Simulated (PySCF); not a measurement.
HgC⁺: from constants to spectrum

UHF constants of HgC⁺, ²Π (doublet), unpaired electrons π ↑ (PySCF, scalar-relativistic core potentials, basis sets Hg cc-pVDZ-PP with ECP60, C cc-pVDZ; masses 201.9706 and 12.0000 u):

| Item | Value |
| --- | --- |
| ωe | 375.2 cm⁻¹ |
| ωexe | 2.51 cm⁻¹ |
| Be | 0.28785 cm⁻¹ |
| αe | 0.00301 cm⁻¹ |
| De to Hg⁺ + C | -0.063 eV |

(1) What force constant and bond length do these constants imply?

(2) Estimate the centrifugal constant D from the Kratzer relation and find the Dunham coefficient a1.

These are scalar-relativistic numbers at best; spin–orbit coupling would shift them, the dissociation energy most. For an ion De counts to the pair picked by the measured ionisation energies or electron affinities, which need not be the lowest pair at this level. Hartree–Fock leaves out correlation, which carries a large part of most bond energies and some tenths to 1 eV of ionisation energies. A negative De means that the minimum lies above the separated atoms at that level. The state is the lowest determinant that a PBE0 search found; another state may lie lower at other levels.

Answers

(1) Reduced mass μred = 11.327 u; k = 5.8918×10⁻⁷·μred·ωe² (u, cm⁻¹, mdyn/Å) = 0.939 mdyn/Å; Re = √(16.8576/(μred·Be)) (u, cm⁻¹, Å) = 2.274 Å.

(2) D = 4Be³/ωe² = 6.78e-07 cm⁻¹; a1 = −1 − αeωe/(6Be²) = -3.27.
